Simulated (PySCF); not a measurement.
**Os(66+): ionisation energy**

Os(66+) [Ne] → Os(67+) [He] 2s2 2p5 [2p1/2^2 2p3/2^3, M_J = 3/2], as a difference of total energies. Calculation: PySCF 2.14, in an uncontracted even-tempered set (16 s from 51 bohr⁻², ratio 2.4; 13 p from 66 bohr⁻², ratio 2.4; 5 d from 230 bohr⁻², ratio 2.6; 4 f from 350 bohr⁻², ratio 2.6); the two-component X2C-1e Hamiltonian. Correlated levels: nothing frozen; the 28 highest virtual spinors dropped. "Screened" scales the spin-orbit matrix elements by Boettger's factors to mimic the two-electron term; Breit and QED terms are absent.

```json
{"method": "GHF (spin-free)", "ionisation energy (eV)": "17026.0"}
{"method": "GMP2 (spin-free)", "ionisation energy (eV)": "17027.6"}
{"method": "GHF (screened spin-orbit)", "ionisation energy (eV)": "16574.8"}
{"method": "GMP2 (screened spin-orbit)", "ionisation energy (eV)": "16576.4"}
```

For this ion Breit and QED terms and the two-electron picture change, all absent here, outweigh the correlation shift from GHF to GMP2.

The spin-free rows lack the spin-orbit shift.

For comparison: 16560 ± 40 eV (theoretical estimate listed by NIST; NIST Atomic Spectra Database, ionization energies).
